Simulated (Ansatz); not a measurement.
# Worked example: Cd(CH3)Br + C3H9N → Cd(CH3)(NH2) + C3H7Br

Species: Cd(CH3)Br, singlet; C3H9N (isopropylamine) `CC(C)N`, singlet; Cd(CH3)(NH2), singlet; C3H7Br (2-bromopropane) `CC(C)Br`, singlet. The partners trade Br for NH2: Cd–Br and C–NH2 bonds give way to Cd–NH2 and C–Br.

Shapes, held fixed at every level: PBE0-D4/def2-TZVP. Flexible molecules stand in one conformer, not always the lowest. Programs: Ansatz 0.2.0. Electronic energies: no zero-point or thermal term.

At CCSD(T)/def2-TZVPP; 1 Eh = 2625.50 kJ/mol:

| species | energy (Eh) |
| --- | --- |
| Cd(CH3)Br | -2780.158923 |
| C3H9N | -174.187936 |
| Cd(CH3)(NH2) | -263.265209 |
| C3H7Br | -2691.029986 |

Task: Work out ΔE of the reaction at this level.

Result: 
1. Products less reactants: (-263.265209) + (-2691.029986) − [(-2780.158923) + (-174.187936)] = 0.051664 Eh = +135.6 kJ/mol.

Other levels give +139.5 (B2PLYP/def2-TZVPP) to +201.5 kJ/mol (HF/def2-SVP). No measured value is set beside it here. For atoms past krypton def2 sets carry core potentials with scalar relativity. Relativity is left out for Br. Outer-core shells of Br, Cd are correlated in most correlated rows, in sets that cover them unevenly. CCSD(T)/def2-TZVPP lies outside the range of all other levels here, so it shouldn't be taken on trust. The median of the other levels is +147.1 kJ/mol.
